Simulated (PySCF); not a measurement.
Zn(OMe)(SH) (CH4OSZn), SMILES C[O][Zn][SH].

The structure is a stationary point at B3LYP-D3(BJ)/def2-SVP. The structure was generated by enumeration; whether it is a known compound was not checked. The values are those of a single conformer.

Method: ωB97X/def2-TZVP (PySCF).

The molecule is in vacuum.

Computed frontier levels, gap, dipole moment and polarisability:
The highest occupied level is -9.85 eV, the lowest empty level is 0.83 eV and the orbital gap is 10.68 eV. The dipole moment comes out as 1.31 D and the quadrupole, principal values (traceless, Buckingham form, about the centre of nuclear charge) is -9.04, 1.69, 7.36 D·Å. The mean static polarisability comes out as 58.1 bohr³ (8.60 Å³) and the polarisability, principal values is 46.6, 46.8, 80.8 bohr³.
